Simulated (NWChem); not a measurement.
CH$_{5}$NOSi, singlet; SMILES CO[Si]N

```xyz
9

Si     0.7469    -0.8109     0.0000
O      0.6334     0.8613     0.0000
C     -0.4772     1.7073     0.0000
H     -1.1118     1.5604     0.8940
H     -0.1367     2.7545     0.0000
H     -1.1118     1.5604    -0.8940
N     -0.9189    -1.2741     0.0000
H     -1.7423    -0.6787     0.0000
H     -1.1739    -2.2566     0.0000
```
Atoms are numbered in this order, from 1.

Level: PBE0/def2-SVP (NWChem), optimised geometry, unscaled harmonic frequencies. Low-valent species are run as closed-shell singlets; no triplet was tried in these runs.

Task: List the harmonic frequencies with IR intensities, and the thermochemistry.

Result: 
```json
[
 {"frequency (cm⁻¹)": "93", "IR intensity (km/mol)": "0.0"},
 {"frequency (cm⁻¹)": "179", "IR intensity (km/mol)": "1.5"},
 {"frequency (cm⁻¹)": "188", "IR intensity (km/mol)": "0.8"},
 {"frequency (cm⁻¹)": "368", "IR intensity (km/mol)": "8.1"},
 {"frequency (cm⁻¹)": "473", "IR intensity (km/mol)": "139.0"},
 {"frequency (cm⁻¹)": "509", "IR intensity (km/mol)": "54.5"},
 {"frequency (cm⁻¹)": "696", "IR intensity (km/mol)": "16.0"},
 {"frequency (cm⁻¹)": "778", "IR intensity (km/mol)": "98.1"},
 {"frequency (cm⁻¹)": "839", "IR intensity (km/mol)": "89.4"},
 {"frequency (cm⁻¹)": "1163", "IR intensity (km/mol)": "131.3"},
 {"frequency (cm⁻¹)": "1172", "IR intensity (km/mol)": "1.3"},
 {"frequency (cm⁻¹)": "1213", "IR intensity (km/mol)": "162.6"},
 {"frequency (cm⁻¹)": "1468", "IR intensity (km/mol)": "5.7"},
 {"frequency (cm⁻¹)": "1472", "IR intensity (km/mol)": "10.2"},
 {"frequency (cm⁻¹)": "1477", "IR intensity (km/mol)": "6.2"},
 {"frequency (cm⁻¹)": "1537", "IR intensity (km/mol)": "66.3"},
 {"frequency (cm⁻¹)": "3007", "IR intensity (km/mol)": "59.0"},
 {"frequency (cm⁻¹)": "3083", "IR intensity (km/mol)": "43.9"},
 {"frequency (cm⁻¹)": "3130", "IR intensity (km/mol)": "29.3"},
 {"frequency (cm⁻¹)": "3585", "IR intensity (km/mol)": "17.2"},
 {"frequency (cm⁻¹)": "3693", "IR intensity (km/mol)": "38.2"}
]
```

```json
{
  "zero_point_energy": "43.0 kcal/mol",
  "thermal correction to the enthalpy at 298.15 K (with zero-point energy)": "47.3 kcal/mol",
  "heat capacity Cv": "18.8 cal/(mol K)",
  "entropy at 298.15 K and 1 atm (symmetry number 1)": "75.3 cal/(mol K)",
  "dipole_moment": "3.10 D"
}
```

Rigid rotor and harmonic oscillator; modes under 100 cm⁻¹ make the entropy uncertain.
